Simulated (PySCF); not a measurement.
The scaffold SiH2(OH)-X carries different groups X. All species are isolated molecules in the gas phase. One relaxed conformer stands for each flexible species; it need not be the lowest. Strings in code marks are SMILES.

These are PBE-D3(BJ)/def2-TZVP // PBE0-D4/def2-TZVP in PySCF values and carry that method's errors. All candidates: neutral, multiplicity 1. Excitations are Tamm–Dancoff values on a coarser integration grid. The basis has no diffuse functions, so Rydberg states are missing or too high.

```json
{
 "HOMO–LUMO gap": "5.31 eV",
 "T1 excitation (TDA)": "4.96 eV",
 "LUMO": "-1.32 eV"
}
```

Say which member has these values.
A. `O[SiH2][SiH3]` (H–O–Si–Si torsion 59°)
B. `OC[SiH2]O`
C. `O[SiH3]`
D. `O=C(O)[SiH2]O`

A, `O[SiH2][SiH3]` (H–O–Si–Si torsion 59°). The others give `O[SiH3]`: 6.38 eV, 6.15 eV, -0.83 eV; `OC[SiH2]O`: 5.43 eV, 5.24 eV, -0.59 eV; `O=C(O)[SiH2]O`: 4.73 eV, 4.33 eV, -1.94 eV
